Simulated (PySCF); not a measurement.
## SMILES CC#[C][GeH2][SiH2]N, C$_{3}$H$_{9}$GeNSi

Molfile (atoms numbered from 1):
```
C3H9GeNSi
     RDKit          3D

 15 14  0  0  0  0  0  0  0  0999 V2000
    3.0596    0.8505   -0.2328 C   0  0  0  0  0  0  0  0  0  0  0  0
    1.8683    0.0228   -0.1569 C   0  0  0  0  0  0  0  0  0  0  0  0
    0.8850   -0.6965   -0.1027 C   0  0  0  0  0  0  0  0  0  0  0  0
   -0.7201   -1.7169    0.0002 Ge  0  0  0  0  0  4  0  0  0  0  0  0
   -2.4522   -0.0842   -0.0149 Si  0  0  0  0  0  4  0  0  0  0  0  0
   -1.8541    1.1587    1.0331 N   0  0  0  0  0  0  0  0  0  0  0  0
    2.8386    1.8977    0.0267 H   0  0  0  0  0  0  0  0  0  0  0  0
    3.4823    0.8382   -1.2497 H   0  0  0  0  0  0  0  0  0  0  0  0
    3.8363    0.4887    0.4589 H   0  0  0  0  0  0  0  0  0  0  0  0
   -0.7555   -2.6903   -1.1924 H   0  0  0  0  0  0  0  0  0  0  0  0
   -0.6791   -2.5387    1.3018 H   0  0  0  0  0  0  0  0  0  0  0  0
   -3.7405   -0.6126    0.5309 H   0  0  0  0  0  0  0  0  0  0  0  0
   -2.7205    0.3030   -1.4436 H   0  0  0  0  0  0  0  0  0  0  0  0
   -2.4189    1.9754    1.2391 H   0  0  0  0  0  0  0  0  0  0  0  0
   -0.8722    1.4041    0.9500 H   0  0  0  0  0  0  0  0  0  0  0  0
  1  2  1  0
  2  3  3  0
  3  4  1  0
  4  5  1  0
  5  6  1  0
  1  7  1  0
  1  8  1  0
  1  9  1  0
  4 10  1  0
  4 11  1  0
  5 12  1  0
  5 13  1  0
  6 14  1  0
  6 15  1  0
M  END
```

The calculation used PySCF 2.14.0, GIAO wB97X-D/pcSseg-1 magnetisability, rotational g tensor and spin-rotation constants, non-relativistic, gas phase. Geometry: PBE0-D3(BJ)/def2-SVP.

The calculation is non-relativistic, which matters for the atoms heavier than Zn.

Question: Give the nuclear spin-rotation constants along the inertial axes (H = +C I·J) beside the isotropic shieldings.

Answer: Rotational constants 2.3503, 1.0688, 0.7740 GHz. A star marks the isotopologue with that one atom substituted, in its own axes.
```csv
atom,isotope,Caa (kHz),Cbb (kHz),Ccc (kHz),mean (kHz),σ (ppm)
N6,14N,0.040,0.029,0.027,0.032,266.3
H7,1H,-0.258,0.025,-0.081,-0.104,29.6
H8,1H,-0.190,-0.107,-0.006,-0.101,29.5
H9,1H,-0.146,-0.099,-0.026,-0.090,29.5
H10,1H,-0.212,-0.018,-0.028,-0.086,27.3
H11,1H,-0.211,-0.071,0.011,-0.090,27.2
H12,1H,0.084,-0.086,-0.061,-0.021,26.7
H13,1H,-0.187,-0.085,0.033,-0.080,26.4
H14,1H,-0.248,-0.009,-0.097,-0.118,31.4
H15,1H,-0.002,-0.114,-0.096,-0.071,31.0
C1,13C*,0.277,0.134,0.100,0.171,178.8
C2,13C*,0.230,0.374,0.326,0.310,71.0
C3,13C*,0.207,0.306,0.265,0.259,105.9
Ge4,73Ge*,-0.555,-0.263,-0.193,-0.337,1615.4
Si5,29Si*,-1.414,-0.555,-0.452,-0.807,402.1
```
For the geometry as given, no vibrational averaging.

Question: How do the rotational constants and the g tensor change when H7, H8, H9, H10, H11, H12, H13, H14, H15 are replaced by deuterium?

Answer: Constants 2.0103, 0.9179, 0.6744 GHz; g -0.0088, -0.0057, -0.0022, against -0.0103, -0.0065, -0.0024 before.
